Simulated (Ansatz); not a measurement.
One change: `O[SiH]([SiH3])[GeH3]` becomes `O[SiH]([SiH3])P`.

Ansatz, PBE0-D4/def2-TZVP geometries, multiplicity 1. Each molecule was computed in one conformer, which needn't be the lowest.

Scalar relativity is left out up to krypton.

| property | `O[SiH]([SiH3])[GeH3]` |
| --- | --- |
| HOMO–LUMO gap (B3LYP/def2-TZVPP) / eV | 6.50 |
| LUMO energy (B3LYP/def2-TZVPP) / eV | -0.88 |
| HOMO energy (ωB97M-V/def2-TZVPP) / eV | -9.56 |
| LUMO energy (PBE/def2-TZVPP) / eV | -1.53 |
| HOMO energy (PBE/def2-TZVPP) / eV | -6.47 |
| size of the dipole moment (B3LYP/def2-TZVPP) / D | 1.13 |

(1) Give the same properties after the change, and the shifts. (Best estimate.)

Answers

(1) Computed: 
```
                                        property  `O[SiH]([SiH3])P`  shift
           HOMO–LUMO gap (B3LYP/def2-TZVPP) / eV               6.43  -0.07
             LUMO energy (B3LYP/def2-TZVPP) / eV              -0.63   0.25
           HOMO energy (ωB97M-V/def2-TZVPP) / eV              -9.25   0.31
               LUMO energy (PBE/def2-TZVPP) / eV              -1.28   0.25
               HOMO energy (PBE/def2-TZVPP) / eV              -6.21   0.26
size of the dipole moment (B3LYP/def2-TZVPP) / D               0.71  -0.42
```

With PBE0 the HOMO rises by 0.32 eV and the LUMO rises by 0.26 eV, so the gap narrows by about 0.06 eV. PBE moves the HOMO by 0.26 eV and ωB97M-V by 0.31 eV. Dipoles are sizes alone; their direction can turn.

B3LYP here is the variant with VWN-RPA as its local correlation; programs differ in this.
